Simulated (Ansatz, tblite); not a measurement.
Adding an electron: PdS2⁺. Total charge 1; doublet. Geometry: PBE-D4/def2-TZVP. Ansatz, gas phase; energy differences of separate SCF runs; the reduced species is a triplet (the singlet lies 0.16 eV higher at PBE0-D4/def2-TZVP).

```csv
atom,x (Å),y (Å),z (Å)
Pd1,-1.049,-0.344,-0.811
S2,0.932,-0.692,0.246
S3,0.117,1.036,0.565
```

In the def2 sets Pd takes a core potential; there is no spin–orbit coupling. The xTB rows come from tblite. The structure comes from a short search, and lower isomers may exist.

```json
{"level": "GFN1-xTB", "−HOMO (eV)": "–", "−LUMO (eV)": "–", "vertical EA (eV)": "13.10", "HOMO–LUMO gap (eV)": "–"}
{"level": "GFN2-xTB", "−HOMO (eV)": "–", "−LUMO (eV)": "–", "vertical EA (eV)": "12.24", "HOMO–LUMO gap (eV)": "–"}
{"level": "PBE-D4/def2-TZVP", "−HOMO (eV)": "11.47", "−LUMO (eV)": "10.67", "vertical EA (eV)": "7.50", "HOMO–LUMO gap (eV)": "0.80"}
{"level": "r2SCAN-D4/def2-TZVP", "−HOMO (eV)": "11.76", "−LUMO (eV)": "10.63", "vertical EA (eV)": "7.58", "HOMO–LUMO gap (eV)": "1.13"}
{"level": "PBE0-D4/def2-TZVP", "−HOMO (eV)": "12.84", "−LUMO (eV)": "9.79", "vertical EA (eV)": "7.63", "HOMO–LUMO gap (eV)": "3.05"}
```

  HOMO and LUMO are the levels of the spin that leaves or enters (xTB has no such levels and no spin-polarisation term). Other spin states of the ions may lie lower, which would lower the ionisation energy or raise the affinity. Raw xTB energy differences between charge states are shifted by several eV; the methods need an empirical correction for them.
